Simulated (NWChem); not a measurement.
System: TiOClF; SMILES [O]=[Ti]([F])[Cl]

The following NWChem deck was run.

```
start job
memory heap 200 mb stack 900 mb global 1100 mb
geometry units angstroms noautoz
  Ti     0.037025    -0.340687     0.002418
  O      1.440013    -0.988158    -0.301149
  F     -1.303497    -1.468207    -0.187371
  Cl    -0.057816     1.885169     0.033206
end
basis spherical
  * library def2-svp
end
dft
  xc b3lyp
  iterations 150
  vectors input atomic output neutral.movecs
end
task dft energy
charge 1
dft
  odft
  mult 2
  vectors input atomic output cation.movecs
end
task dft energy
```

Excerpt of the output:

```
             Northwest Computational Chemistry Package (NWChem) 7.3.0
             --------------------------------------------------------

 C1  symmetry detected

                             Geometry "geometry" -> ""
                             -------------------------

 Output coordinates in angstroms (scale by  1.889725989 to convert to a.u.)

  No.       Tag          Charge          X              Y              Z
 ---- ---------------- ---------- -------------- -------------- --------------
    1 Ti                  22.0000     0.06889549    -0.39243807     0.09451597
    2 O                    8.0000     1.52868631    -0.95175415    -0.09501830
    3 F                    9.0000    -1.17571219    -1.62721983    -0.08037307
    4 Cl                  17.0000    -0.18610480     1.81721466    -0.03504985

 Effective nuclear repulsion energy (a.u.)     265.7894070227

                                 NWChem DFT Module
                                 -----------------

 Summary of "ao basis" -> "ao basis" (spherical)
 ------------------------------------------------------------------------------
       Tag                 Description            Shells   Functions and Types
 ---------------- ------------------------------  ------  ---------------------
 Ti                         def2-svp                11       31   5s3p2d1f
 O                          def2-svp                 6       14   3s2p1d
 F                          def2-svp                 6       14   3s2p1d
 Cl                         def2-svp                 8       18   4s3p1d

            General Information
            -------------------
          SCF calculation type: DFT
          Wavefunction type:  closed shell.
          No. of atoms     :     4
          No. of electrons :    56
           Alpha electrons :    28
            Beta electrons :    28
          Charge           :     0
          Spin multiplicity:     1
          Use of symmetry is: off; symmetry adaption is: off
          Maximum number of iterations: 150
          AO basis - number of functions:    77
                     number of shells:    31
          Convergence on energy requested:  1.00D-06
          Convergence on density requested:  1.00D-05
          Convergence on gradient requested:  5.00D-04

              XC Information
              --------------
                         B3LYP Method XC Potential
                     Hartree-Fock (Exact) Exchange  0.200
                        Slater Exchange Functional  0.800 local
                    Becke 1988 Exchange Functional  0.720 non-local
              Lee-Yang-Parr Correlation Functional  0.810
                  VWN I RPA Correlation Functional  0.190 local

             Grid Information
             ----------------
          Grid used for XC integration:  medium
          Radial quadrature: Mura-Knowles
          Angular quadrature: Lebedev.
          Tag              B.-S. Rad. Rad. Pts. Rad. Cut. Ang. Pts.
          ---              ---------- --------- --------- ---------
          Ti                  1.40      112          10.0       590
          O                   0.60       49           9.0       434
          F                   0.50       49           9.0       434
          Cl                  1.00       88           9.0       590
          Grid pruning is: on
          Number of quadrature shells:   298
          Spatial weights used:  Erf1

      Superposition of Atomic Density Guess
      -------------------------------------

 Sum of atomic energies:       -1481.56573103

      Non-variational initial energy
      ------------------------------

 Total energy =   -1481.382410
 1-e energy   =   -2568.621897
 2-e energy   =     821.450080
 HOMO         =      -0.458996
 LUMO         =      -0.084766

   convergence    iter        energy       DeltaE   RMS-Dens  Diis-err
 ---------------- ----- ----------------- --------- --------- ---------
 d= 0,ls=0.0,diis     1  -1483.9112922429 -1.75D+03  6.58D-02  3.97D+00
 d= 0,ls=0.0,diis     2  -1465.5495555491  1.84D+01  5.14D-02  1.31D+02
 d= 0,ls=0.0,diis     3  -1483.1193888284 -1.76D+01  1.36D-02  1.66D+01
 d= 0,ls=0.0,diis     4  -1484.0409143157 -9.22D-01  9.26D-03  5.88D+00
 d= 0,ls=0.0,diis     5  -1483.9632821420  7.76D-02  6.86D-03  6.74D+00
 d= 0,ls=0.0,diis     6  -1484.4491375504 -4.86D-01  3.43D-03  1.06D+00
 d= 0,ls=0.0,diis     7  -1484.5335506295 -8.44D-02  2.15D-03  1.19D-01
  Resetting Diis
 d= 0,ls=0.0,diis     8  -1484.5459060959 -1.24D-02  7.22D-04  4.53D-03
 d= 0,ls=0.0,diis     9  -1484.5464799675 -5.74D-04  2.91D-04  1.27D-04
 d= 0,ls=0.0,diis    10  -1484.5463631816  1.17D-04  2.01D-04  1.34D-03
 d= 0,ls=0.0,diis    11  -1484.5464897432 -1.27D-04  7.15D-05  5.27D-05
 d= 0,ls=0.0,diis    12  -1484.5464956329 -5.89D-06  1.54D-05  5.64D-06
 d= 0,ls=0.0,diis    13  -1484.5464962542 -6.21D-07  6.03D-06  4.15D-07

         Total DFT energy =    -1484.546496254164
      One electron energy =    -2571.703808031783
           Coulomb energy =      910.825489516442
    Exchange-Corr. energy =      -89.457584761518
 Nuclear repulsion energy =      265.789407022695

 Numeric. integr. density =       55.999996630259

                       DFT Final Molecular Orbital Analysis
                       ------------------------------------

 Vector   26  Occ=2.000000D+00  E=-3.514801D-01
              MO Center=  5.8D-01,  1.4D-01, -6.7D-02, r^2= 3.7D+00
   Bfn.  Coefficient  Atom+Function         Bfn.  Coefficient  Atom+Function
  ----- ------------  ---------------      ----- ------------  ---------------
    36      0.431731  2 O  py                71     -0.322315  4 Cl py
    39      0.297171  2 O  py                68     -0.255744  4 Cl py
    10     -0.180702  1 Ti py                50      0.181162  3 F  py
    70      0.180275  4 Cl px                65     -0.149308  4 Cl py
    53     -0.142378  3 F  py                67      0.139524  4 Cl px

 Vector   27  Occ=2.000000D+00  E=-3.374027D-01
              MO Center= -1.3D-01,  1.6D+00, -2.2D-02, r^2= 1.7D+00
   Bfn.  Coefficient  Atom+Function         Bfn.  Coefficient  Atom+Function
  ----- ------------  ---------------      ----- ------------  ---------------
    72      0.591508  4 Cl pz                69      0.437790  4 Cl pz
    66      0.256579  4 Cl pz                14      0.124160  1 Ti pz
    16      0.123097  1 Ti d -1              70      0.095151  4 Cl px
    11     -0.090108  1 Ti pz                21      0.085905  1 Ti d -1
    37      0.081694  2 O  pz                67      0.071335  4 Cl px

 Vector   28  Occ=2.000000D+00  E=-3.212424D-01
              MO Center=  7.1D-02,  1.3D+00, -3.9D-02, r^2= 2.5D+00
   Bfn.  Coefficient  Atom+Function         Bfn.  Coefficient  Atom+Function
  ----- ------------  ---------------      ----- ------------  ---------------
    70      0.572665  4 Cl px                67      0.419227  4 Cl px
    64      0.244733  4 Cl px                35     -0.212673  2 O  px
    38     -0.153263  2 O  px                36     -0.145947  2 O  py
    71      0.126572  4 Cl py                39     -0.105264  2 O  py
    68      0.094935  4 Cl py                 9     -0.089837  1 Ti px

 Vector   29  Occ=0.000000D+00  E=-1.418240D-01
              MO Center=  6.2D-02, -4.2D-01,  2.3D-01, r^2= 1.7D+00
   Bfn.  Coefficient  Atom+Function         Bfn.  Coefficient  Atom+Function
  ----- ------------  ---------------      ----- ------------  ---------------
    17      0.619316  1 Ti d  0               4      0.518360  1 Ti s
    22      0.330738  1 Ti d  0               3     -0.315488  1 Ti s
    19      0.141887  1 Ti d  2              38     -0.111016  2 O  px
    35     -0.091384  2 O  px                14      0.088844  1 Ti pz
    52      0.087042  3 F  px                49     -0.077205  3 F  px

 Vector   30  Occ=0.000000D+00  E=-1.191605D-01
              MO Center=  1.5D-02, -2.4D-01,  1.2D-01, r^2= 1.4D+00
   Bfn.  Coefficient  Atom+Function         Bfn.  Coefficient  Atom+Function
  ----- ------------  ---------------      ----- ------------  ---------------
    16      0.743923  1 Ti d -1              21      0.344128  1 Ti d -1
    72     -0.226290  4 Cl pz                18     -0.184048  1 Ti d  1
    51     -0.163953  3 F  pz                69     -0.143679  4 Cl pz
    54      0.136745  3 F  pz                66     -0.081823  4 Cl pz
    14      0.080435  1 Ti pz                23     -0.077731  1 Ti d  1

 Vector   31  Occ=0.000000D+00  E=-7.732557D-02
              MO Center=  1.9D-01, -4.6D-01,  9.7D-02, r^2= 1.5D+00
   Bfn.  Coefficient  Atom+Function         Bfn.  Coefficient  Atom+Function
  ----- ------------  ---------------      ----- ------------  ---------------
    18      0.704990  1 Ti d  1              23      0.317616  1 Ti d  1
    37      0.290268  2 O  pz                40      0.275440  2 O  pz
    14      0.232022  1 Ti pz                16      0.134129  1 Ti d -1
    51      0.134595  3 F  pz                54     -0.120244  3 F  pz
    11     -0.115114  1 Ti pz                72     -0.114029  4 Cl pz

     Multipole analysis of the density
     ---------------------------------

     L   x y z        total         alpha         beta         nuclear
     -   - - -        -----         -----         ----         -------
     0   0 0 0     -0.000000    -28.000000    -28.000000     56.000000

     1   1 0 0     -0.317487     -0.158744     -0.158744     -0.000000
     1   0 1 0     -0.047290     -0.023645     -0.023645      0.000000
     1   0 0 1      0.498997      0.249499      0.249499      0.000000

[...]
```

Level: B3LYP/def2-SVP, vertical spin-unrestricted ions. Structure relaxed at the PBE0/def2-SVP level.
